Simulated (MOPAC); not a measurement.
Job for MOPAC: PM6 on H4P2 (SMILES PP), a point of a torsion scan.

```
PM6 1SCF PRECISE CHARGE=0 THREADS=1
H4P2

P     -1.04098724 1    -0.30775965 1    -0.60303857 1
P      1.09270353 1    -0.17993905 1    -0.26279273 1
H     -1.36753485 1     1.01921331 1    -0.33456043 1
H     -1.32391073 1    -0.70003087 1     0.70306440 1
H      1.16353963 1     1.17121350 1     0.06756089 1
H      1.38809264 1     0.07361059 1    -1.60006745 1
```

Output:

```
*******************************************************************************
 **                                                                           **
 **                              MOPAC v23.2.5                                **
 **                                                                           **
 *******************************************************************************
 ** MOPAC's Digital Object Identifier: https://doi.org/10.5281/zenodo.6511958 **
 **                                                                           **
 ** Please cite the open-source release paper for use of this MOPAC version:  **
 ** J. E. Moussa and J. J. P. Stewart (2026)                                  **
 ** MOPAC: An open-source semiempirical molecular orbital program             **
 ** J. Open Source Softw., 11(119), 8025, https://doi.org/10.21105/joss.08025 **
 *******************************************************************************

                              PM6 CALCULATION RESULTS

 *******************************************************************************
 *  PM6        - The PM6 Hamiltonian to be used
 *
 *
 *
 *                 CHARGE ON SYSTEM = 0
 *
 *
 *
 *  PRECISE    - TIGHTER CRITERIA TO BE USED
 *  1SCF       - DO 1 SCF AND THEN STOP
 *  THREADS=1  - MULTI-THREADING NOT USED
 *  T=         - A TIME OF 172800.0 SECONDS REQUESTED
 *  DUMP=N     - RESTART FILE WRITTEN EVERY 7200.0 SECONDS REQUESTED
 *******************************************************************************
PM6 1SCF PRECISE CHARGE=0 THREADS=1
 H4P2

   ATOM   CHEMICAL          X               Y               Z
  NUMBER   SYMBOL      (ANGSTROMS)     (ANGSTROMS)     (ANGSTROMS)

     1       P         -1.04098724  *  -0.30775965  *  -0.60303857  *
     2       P          1.09270353  *  -0.17993905  *  -0.26279273  *
     3       H         -1.36753485  *   1.01921331  *  -0.33456043  *
     4       H         -1.32391073  *  -0.70003087  *   0.70306440  *
     5       H          1.16353963  *   1.17121350  *   0.06756089  *
     6       H          1.38809264  *   0.07361059  *  -1.60006745  *



          CARTESIAN COORDINATES

    NO.       ATOM           X           Y           Z

     1         P         -1.0410     -0.3078     -0.6030
     2         P          1.0927     -0.1799     -0.2628
     3         H         -1.3675      1.0192     -0.3346
     4         H         -1.3239     -0.7000      0.7031
     5         H          1.1635      1.1712      0.0676
     6         H          1.3881      0.0736     -1.6001

 General Reference for PM6:
 "Optimization of Parameters for Semiempirical Methods V: Modification of NDDO Approximations
 and Application to 70 Elements", J. J. P. Stewart, J. Mol. Mod., 13, 1173-1213 (2007)
 URL: https://link.springer.com/article/10.1007/s00894-007-0233-4

           Empirical Formula: H4 P2  =     6 atoms



      MOLECULAR POINT GROUP   :   C2


      RHF CALCULATION, NO. OF DOUBLY OCCUPIED LEVELS = 7


 -------------------------------------------------------------------------------
 PM6 1SCF PRECISE CHARGE=0 THREADS=1
 H4P2



     1SCF WAS SPECIFIED, SO BFGS WAS NOT USED
     SCF FIELD WAS ACHIEVED


                              PM6 CALCULATION
                                                       MOPAC v23.2.5 Linux




          FINAL HEAT OF FORMATION =          8.19824 KCAL/MOL =      34.30144 KJ/MOL


          COSMO AREA              =         91.77 SQUARE ANGSTROMS
          COSMO VOLUME            =         75.35 CUBIC ANGSTROMS

          IONIZATION POTENTIAL    =          9.797348 EV
          HOMO LUMO ENERGIES (EV) =         -9.797  2.283
          NO. OF FILLED LEVELS    =          7
          MOLECULAR WEIGHT        =         65.9791         POINT GROUP:  C2

          MOLECULAR DIMENSIONS (Angstroms)

            Atom       Atom       Distance
            H     6    H     4     3.64114
            P     1    H     5     2.26932
            P     2    H     3     2.18947


          SCF CALCULATIONS        =          1





   ATOM   CHEMICAL          X               Y               Z
  NUMBER   SYMBOL      (ANGSTROMS)     (ANGSTROMS)     (ANGSTROMS)

     1       P         -1.04098724  *  -0.30775965  *  -0.60303857  *
     2       P          1.09270353  *  -0.17993905  *  -0.26279273  *
     3       H         -1.36753485  *   1.01921331  *  -0.33456043  *
     4       H         -1.32391073  *  -0.70003087  *   0.70306440  *
     5       H          1.16353963  *   1.17121350  *   0.06756089  *
     6       H          1.38809264  *   0.07361059  *  -1.60006745  *

                             CARTESIAN COORDINATES

   1    P       -1.040987240    -0.307759650    -0.603038570
   2    P        1.092703530    -0.179939050    -0.262792730
   3    H       -1.367534850     1.019213310    -0.334560430
   4    H       -1.323910730    -0.700030870     0.703064400
   5    H        1.163539630     1.171213500     0.067560890
   6    H        1.388092640     0.073610590    -1.600067450


           Empirical Formula: H4 P2  =     6 atoms



      MOLECULAR POINT GROUP   :   C2


                  EIGENVALUES
 -24.09539 -20.76057 -15.37408 -14.84679 -13.02354 -10.60879  -9.79735   2.28318
   3.59318   4.05043   4.84248   4.95860 127.72112 127.73719 130.38406 131.05296
 134.34000 136.49383 139.66624 140.02527 142.38020 142.45378


              NET ATOMIC CHARGES AND DIPOLE CONTRIBUTIONS

  ATOM NO.   TYPE          CHARGE      No. of ELECS.   s-Pop       p-Pop       d-Pop
    1          P          -0.037085        5.0371     1.63627     3.38312     0.01769
    2          P          -0.037106        5.0371     1.63627     3.38315     0.01769
    3          H           0.011642        0.9884     0.98836
    4          H           0.025430        0.9746     0.97457
    5          H           0.011664        0.9883     0.98834
    6          H           0.025455        0.9745     0.97454
 DIPOLE           X         Y         Z       TOTAL
 POINT-CHG.    -0.013     0.133     0.030     0.137
 HYBRID        -0.213     2.229     0.498     2.294
 SUM           -0.226     2.362     0.528     2.431


          ATOMIC ORBITAL ELECTRON POPULATIONS

     Atom    s        px        py        pz      x^2-y^2     xz        z^2       yz        xy
    1  P   1.63627   1.01772   1.09394   1.27146   0.00582   0.00328   0.00428   0.00117   0.00313
    2  P   1.63627   1.05478   1.20598   1.12238   0.00624   0.00328   0.00457   0.00093   0.00266
    3  H   0.98836
    4  H   0.97457
    5  H   0.98834
    6  H   0.97454

 **********************
 *                    *
 * JOB ENDED NORMALLY *
 *                    *
 **********************




 == MOPAC DONE ==
```

The run finished.

Cost: about 0.020 core-seconds (a rough figure).
